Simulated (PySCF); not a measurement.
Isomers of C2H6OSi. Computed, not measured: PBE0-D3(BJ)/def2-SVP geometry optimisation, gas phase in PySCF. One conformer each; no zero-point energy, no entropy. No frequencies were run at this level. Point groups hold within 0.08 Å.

**Question.** Order them by energy at this level, lowest first, and give relative energies in kJ/mol.
A. `[OH:1][SiH:2]1[CH2:3][CH2:4]1` with H–O1–Si2–C3 33°
B. `[CH2:1]=[CH:2][O:3][SiH3:4]` with C1–C2–O3–Si4 -2°

**Answer.** A (0.0), B (16.4).

As drawn, the lower has a three-membered ring, an O–H bond and an Si–C bond, which the higher lacks; the higher has a C=C bond outside aromatic rings, which the lower lacks.

```json
{"SMILES": "O[SiH]1CC1", "E (Eh)": "-444.03390", "E rel (kJ/mol)": "0.0", "dipole (D)": "1.28", "point group": "Cs", "A, B, C (MHz)": "13145, 4223, 4087"}
{"SMILES": "C=CO[SiH3]", "E (Eh)": "-444.02765", "E rel (kJ/mol)": "16.4", "dipole (D)": "0.54", "point group": "–", "A, B, C (MHz)": "15267, 3762, 3131"}
```
